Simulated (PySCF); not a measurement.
Species: B2H8N2Si.
Bonds: N1–B2, B2–B3, B3–N4, N4–Si5. Hydrogens: H6, H7 on N1; H8 on B2; H9 on B3; H10 on N4; H11, H12, H13 on Si5.

Method used: PySCF, PBE0-D3(BJ)/def2-SVP geometry optimisation, gas phase.

List the bond lengths, angles and torsions at this level.

| bond | length (bohr) | order |
| --- | --- | --- |
| N1–B2 | 2.637 | single |
| B2–B3 | 3.220 | single |
| B3–N4 | 2.671 | single |
| N4–Si5 | 3.319 | single |
| N1–H6, N1–H7 | 1.913 | single |
| B2–H8 | 2.303 | single |
| B3–H9 | 2.306 | single |
| N4–H10 | 1.921 | single |
| Si5–H11, Si5–H12, Si5–H13 | 2.822 | single |

Bonds in one row agree within 0.02 bohr and their mean is given. Orders are formal, as drawn. A selection of angles:
| angle | degrees |
| --- | --- |
| B2–N1–H6 | 123.1 |
| H6–N1–H7 | 113.0 |
| N1–B2–B3 | 123.8 |
| N1–B2–H8 | 115.6 |
| B3–B2–H8 | 120.5 |
| B2–B3–N4 | 124.3 |
| B2–B3–H9 | 119.8 |
| N4–B3–H9 | 115.8 |
| B3–N4–Si5 | 126.5 |
| B3–N4–H10 | 117.0 |
| Si5–N4–H10 | 116.5 |
| N4–Si5–H11 | 109.4 |
| N4–Si5–H12 | 108.4 |
| N4–Si5–H13 | 112.0 |
| H11–Si5–H12 | 110.3 |
| H11–Si5–H13 | 107.6 |

Torsions: N1–B2–B3–N4 85° (synclinal); B2–B3–N4–Si5 -1° (synperiplanar). The mirror-image conformer, all signs reversed, is as good.

B3 (three-coordinate boron) is planar (angles 124.3°, 119.8° and 115.8°, sum 360.0°, 0.01 Å off the plane of its three neighbours). B2 (three-coordinate boron) is planar (angles 123.8°, 120.5° and 115.6°, sum 359.9°, 0.02 Å off the plane of its three neighbours). N4 (silicon-bound nitrogen) is planar (angles 126.5°, 117.0° and 116.5°, sum 360.0°, 0.00 Å off the plane of its three neighbours). Si5 (SiH3 silicon) is tetrahedral (angles from 107.6° to 112.0°). N1 (boron-bound nitrogen) is planar (angles 123.8°, 123.1° and 113.0°, sum 360.0°, 0.01 Å off the plane of its three neighbours).

Point group: C1 (no symmetry element, even within 0.4 Å). Stationary, but not proved a minimum. The numbers are those of one conformer.
